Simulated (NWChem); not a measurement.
Molecule: AlH2O2Cl; SMILES [OH][Al]([OH])[Cl]

```xyz
6

Al    -0.0059     0.4153     0.0000
Cl    -0.0041    -1.6749     0.0000
O     -1.5020     1.1952     0.0000
H     -1.6202     2.1462     0.0000
O      1.4332     1.3041     0.0000
H      2.3169     0.9336     0.0000
```
Atoms are numbered in this order, from 1.

Results from NWChem. Pople sets run with spherical d functions. Geometry: optimised at PBE0/def2-SVP.

For level LDA (Slater exchange, PW92)/6-31G*:

```
Quantity                     Result
---------------------------  ------
highest occupied level (eV)   -7.41
orbital gap (eV)               5.76
```

Estimate the same quantities for level LC-BLYP (range parameter 0.33 per bohr)/6-31G*.

The highest occupied level (eV) is -11.31 and the orbital gap (eV) comes out as 12.42.
